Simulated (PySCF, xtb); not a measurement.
C2H4FNOSi, SMILES [C@@H]([SiH2]O)(F)C#N.

GFN2-xTB (xtb) at its own geometry gives an orbital gap of 5.09 eV and a dipole moment of 3.88 D.

Geometry: ωB97X-D3(BJ)/def2-SVP. The structure was generated by enumeration; whether it is a known compound was not checked. The values are those of a single conformer.

Problem. What does ωB97X/def2-TZVP run with PySCF give? (Estimate from the structure and the level; the computed values follow.)

Solution. gap 12.51 eV (levels -11.27 and 1.24 eV), dipole 3.25 D.
